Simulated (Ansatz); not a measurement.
Start from `OC(=[Se])O[SiH3]` and change one atom or group to get `BC(O)=[Se]`.

Ansatz, PBE0-D4/def2-TZVP geometries, multiplicity 1. Each molecule was computed in one conformer, which needn't be the lowest.

Scalar relativity is left out up to krypton.

| property | `OC(=[Se])O[SiH3]` |
| --- | --- |
| LUMO energy (B3LYP/def2-TZVPP) / eV | -1.44 |
| HOMO energy (PBE/def2-TZVPP) / eV | -5.52 |
| LUMO energy (PBE/def2-TZVPP) / eV | -2.13 |
| HOMO–LUMO gap (PBE0/def2-TZVPP) / eV | 5.43 |
| HOMO–LUMO gap (ωB97M-V/def2-TZVPP) / eV | 9.70 |
| HOMO energy (PBE0/def2-TZVPP) / eV | -6.66 |

Problem. What does the change do to each property? (An estimate is asked.)

Solution. Computed: 
```tsv
property	`BC(O)=[Se]`	shift
LUMO energy (B3LYP/def2-TZVPP) / eV	-2.17	-0.73
HOMO energy (PBE/def2-TZVPP) / eV	-6.27	-0.75
LUMO energy (PBE/def2-TZVPP) / eV	-2.85	-0.72
HOMO–LUMO gap (PBE0/def2-TZVPP) / eV	5.36	-0.07
HOMO–LUMO gap (ωB97M-V/def2-TZVPP) / eV	9.55	-0.15
HOMO energy (PBE0/def2-TZVPP) / eV	-7.34	-0.68
```

With PBE0 the HOMO falls by 0.68 eV and the LUMO falls by 0.76 eV, so the gap narrows by about 0.08 eV. PBE moves the HOMO by -0.75 eV and ωB97M-V by -0.62 eV.

B3LYP here is the variant with VWN-RPA as its local correlation; programs differ in this.

Spin–orbit coupling is left out; it splits and shifts lone-pair levels of the heavy atoms by tenths of an eV.
